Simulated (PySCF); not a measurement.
dichloro(silylmethyl)silane (CH₆Cl₂Si₂), SMILES C([SiH3])[SiH](Cl)Cl.

Geometry optimised at r2SCAN-D4/def2-SVP. One conformer was computed; it need not be the lowest.

Two levels are set side by side: PBE/def2-TZVP (PySCF) and r2SCAN/def2-TZVP (PySCF). Same geometry, gas phase. Differences are taken from unrounded values.

```json
[
 {"quantity": "orbital gap (eV)", "r2SCAN": "7.55"},
 {"quantity": "highest occupied level (eV)", "r2SCAN": "-7.84"},
 {"quantity": "lowest empty level (eV)", "r2SCAN": "-0.29"},
 {"quantity": "dipole moment (D)", "r2SCAN": "2.11"},
 {"quantity": "mean polarisability (bohr³)", "r2SCAN": "85.7"}
]
```

### Question
What does PBE give, and how far is it from r2SCAN? (An estimate is asked for; the answer gives what the named calculation found.)

### Answer

```csv
quantity,PBE,PBE minus r2SCAN
orbital gap (eV),6.83,-0.72
highest occupied level (eV),-7.51,0.33
lowest empty level (eV),-0.68,-0.38
dipole moment (D),2.02,-0.08
mean polarisability (bohr³),88.3,2.7
```

Rough cost on one machine, each run with all the roots and properties that it gave: r2SCAN against PBE about 3 times.
